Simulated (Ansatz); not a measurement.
Calculated with Ansatz (gas phase, PBE0-D4/def2-TZVP geometries, no zero-point term in ΔE). CBS: MP2 limit from def2 TZ/QZ plus the TZ coupled-cluster correction, frozen cores. For Sc outer-core shells are correlated without core-valence functions, which leaves a few kJ/mol of doubt a bond. Scalar relativity is left out up to krypton. One conformer a species, not always the lowest.

Reaction (redistribution): `C[B](C)[AlH2]` + `C[O][Sc]([F])[F]` → `CO[B](C)[AlH2]` + `[CH3][Sc]([F])[F]`

`C[B](C)[AlH2]`:

```xyz
12

C     1.120   -1.061   -0.350
B    -0.006   -0.024   -0.013
C    -1.476   -0.394   -0.414
Al    0.448    1.830    0.960
H     2.121   -0.662   -0.522
H     1.198   -1.676    0.563
H     0.860   -1.754   -1.158
H    -1.597    0.046   -1.418
H    -2.275    0.036    0.194
H    -1.648   -1.469   -0.534
H     0.546    1.952    2.552
H     0.710    3.177    0.140
```

`C[O][Sc]([F])[F]`:

Cartesian coordinates in Å:
```
C 0.654 -1.122 0.697
O 0.046 -0.065 0.033
Sc -0.778 1.343 -0.835
F -0.969 1.316 -2.677
F -1.432 2.778 0.134
H 0.317 -1.175 1.739
H 0.421 -2.075 0.210
H 1.743 -1.001 0.699
```

`CO[B](C)[AlH2]`:

```xyz
13

C     0.580   -1.984    0.132
O     0.501   -0.764    0.822
B     0.005    0.381    0.294
C     0.007    1.633    1.246
Al   -0.758    0.528   -1.730
H     0.190   -1.898   -0.892
H    -0.001   -2.740    0.664
H     1.622   -2.307    0.083
H    -1.014    2.006    1.391
H     0.561    2.465    0.797
H     0.438    1.419    2.228
H    -2.304    0.320   -2.074
H     0.173    0.941   -2.962
```

`[CH3][Sc]([F])[F]`:

Z-matrix (Å, degrees):
```
C
Sc 1 2.176
H 1 1.096 2 112.8
H 1 1.097 2 112.4 3 122.1
H 1 1.099 2 110.8 3 -119.3
F 2 1.843 1 117.8 3 -158.5
F 2 1.843 1 118.2 3 22.7
```

```csv
level,ΔE (eV)
CCSD(T)/def2-TZVPP,0.63
MP2/CBS(def2),0.69
```

**Question.** What does CCSD(T)/CBS give? (An estimate is asked.)

**Answer.** The calculation gave: +0.63 eV. The listed levels differ from it by 0.00, 0.06 eV.

Largest T1 diagnostic among the species: 0.016.
